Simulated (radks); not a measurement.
Spherical quantum dot in the effective-mass picture: electrons in a hard-walled sphere of radius 12, with a point charge +1 (a donor) at the centre, all in effective atomic units (hartree* = m*/eps^2 hartree, bohr* = eps/m* bohr), one dielectric constant everywhere. Calculated with a radial shooting solver with Libxc functionals: non-relativistic Kohn-Sham, LDA (Slater exchange, Perdew-Wang correlation), spin-polarised, spherical densities. Levels are named by radial order and angular momentum (1s, 1p, 1d, 2s, ...), and open shells are averaged over m.

N = 9, configuration 1s2 1p6 2s(up 1, down 0). This is the lowest configuration that the search found (a dilute case). Occupied and some empty levels:

level,occupation,eigenvalue (hartree*),<r> (bohr*)
1s up,1,0.72940,1.802
1s down,1,0.79547,7.690
2s up,1,0.80134,8.383
1p up,3,0.81423,8.565
1p down,3,0.81495,8.570
2s down,0,0.84320,3.139
1d up,0,0.84408,8.774
1d down,0,0.84474,8.773
1f up,0,0.88570,8.957
1f down,0,0.88639,8.955
1g up,0,0.93823,9.120
1g down,0,0.93894,9.119
2p up,0,0.99252,5.978
2p down,0,0.99786,6.171

Energy (hartree*): total 2.79917, kinetic 1.1756, external -1.9707, Hartree 4.7705, exchange-correlation -1.1762.

Electron density:

r (bohr*),n(r) (e/bohr*^3)
0.326,0.1561
0.924,0.04791
1.52,0.01550
2.12,0.005350
2.72,0.002045
3.32,0.0009608
3.91,0.0006447
4.51,0.0006278
5.11,0.0007575
5.71,0.0009823
6.31,0.001275
6.91,0.001602
7.50,0.001909
8.10,0.002118
8.70,0.002138
9.30,0.001908
9.89,0.001441
10.5,0.0008564
11.1,0.0003317
11.7,0.00003816
